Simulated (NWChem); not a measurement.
System: CHClF$_{2}$OSi; SMILES O=C[Si](F)(F)Cl

```xyz
7

O      1.0536    -2.2087    -0.0005
C     -0.0673    -1.7747     0.0012
Si    -0.4173     0.1086     0.0001
F     -1.3039     0.4781     1.2883
F     -1.3030     0.4767    -1.2892
Cl     1.2933     1.1876     0.0000
H     -0.9546    -2.4656     0.0035
```
Atoms are numbered in this order, from 1.

All runs: NWChem. Structure relaxed at the PBE0/def2-SVP level. Level: PBE0/def2-SVP with SMD (1 M gas to 1 M solution), gas-phase geometry. Reactions with the solvent are ignored.

**Question.** Among these, which solvent gives the highest value of “dipole in solution (D)”?
A) 2-propanol
B) water
C) anisole
D) chlorobenzene

**Answer.** B, water. Values: anisole 1.41; chlorobenzene 1.44; 2-propanol 1.61; water 1.68
